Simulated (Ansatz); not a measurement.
Calculated with Ansatz (gas phase, PBE0-D4/def2-TZVP geometries, no zero-point term in ΔE). CCSD(T)/CBS adds triple-zeta CCSD(T) − MP2 to the extrapolated MP2 energy (def2 sets, frozen cores). This one scheme is used for every species. DFT in def2-TZVPP. Each species was taken in one conformer, which may not be the lowest.

`C/C=C\BN` + `N=CO` → `N=COBN` + propene  (ligand exchange at a B–C bond)

CCSD(T)/CBS gives -88.7 kJ/mol.

(1) Another level gave -94.2 kJ/mol. Which?
A. revPBE/def2-TZVPP
B. BLYP-D4/def2-TZVPP
C. BHLYP/def2-TZVPP
D. PBE0-D4/def2-TZVPP

(2) What do rigid-rotor, harmonic-oscillator terms from PBE0-D4/def2-TZVP frequencies (298.15 K, 1 bar) make of the CCSD(T)/CBS value? (Best estimate.)

Largest T1 diagnostic among the species: 0.014.

Results:

(1) C. BHLYP -94.2, BLYP-D4 -86.5, revPBE -74.6, PBE0-D4 -81.8 kJ/mol.

(2) Computed: ΔZPE = -0.4 kJ/mol, ΔH = -89.7 kJ/mol, ΔS = -6 J/(mol·K), ΔG = -88.0 kJ/mol.

Leaving LDA and LC-ωPBE aside and taking each functional with its dispersion term where it has one, the values, not all of them listed here, spread over 16.5 kJ/mol, from BHLYP-D4 to PBE-D4. LDA lies −6.6 kJ/mol from PBE without D4. From BLYP to BHLYP (50 % exact exchange), in def2-TZVPP and without D4, ΔE moves by −9.1 kJ/mol.
